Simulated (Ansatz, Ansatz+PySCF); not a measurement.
```xyz
20

C     0.0000    0.7050    0.0000
C    -1.3410    1.1407    0.0000
C    -2.1698    0.0000    0.0000
C    -1.3410   -1.1407    0.0000
C     0.0000   -0.7050    0.0000
C     1.2211    1.4100    0.0000
C     2.4422    0.7050    0.0000
C     2.4422   -0.7050    0.0000
C     1.2211   -1.4100    0.0000
C     3.7832    1.1407    0.0000
C     4.6120    0.0000    0.0000
C     3.7832   -1.1407    0.0000
H    -1.6763    2.1726    0.0000
H    -3.2548    0.0000    0.0000
H    -1.6763   -2.1726    0.0000
H     1.2211    2.4950    0.0000
H     1.2211   -2.4950    0.0000
H     4.1185    2.1726    0.0000
H     5.6970    0.0000    0.0000
H     4.1185   -2.1726    0.0000
```

Basis set: def2-SVP (spherical functions). Charge 0, multiplicity 3.

Computed with Ansatz (development build ahead of 0.2.0); each method stands on the lowest determinant of its kind that the runs found. Restricted functionals stand beside restricted open-shell atoms, which can lie above the unrestricted atoms usual in DFT and then raise those values.

(1) Give the atomization energy at this shape (free ground-state atoms in the same class of orbitals less the molecule, no zero-point energy) of triplet C12H8 by ωB97X (unrestricted), PBE0 (unrestricted), PBE0 (restricted open-shell), UHF, ROHF.

Results:

(1)

```tsv
method	atomization energy
ωB97X (unrestricted)	106.43 eV
PBE0 (unrestricted)	108.79 eV
PBE0 (restricted open-shell)	109.13 eV
UHF	80.04 eV
ROHF	80.23 eV
```

Caution: another spin multiplicity may lie lower. Caution for UHF: the unrestricted determinant is spin contaminated. Caution for ROHF: an unrestricted determinant lies well below.

The shape needn't be a minimum at these levels.
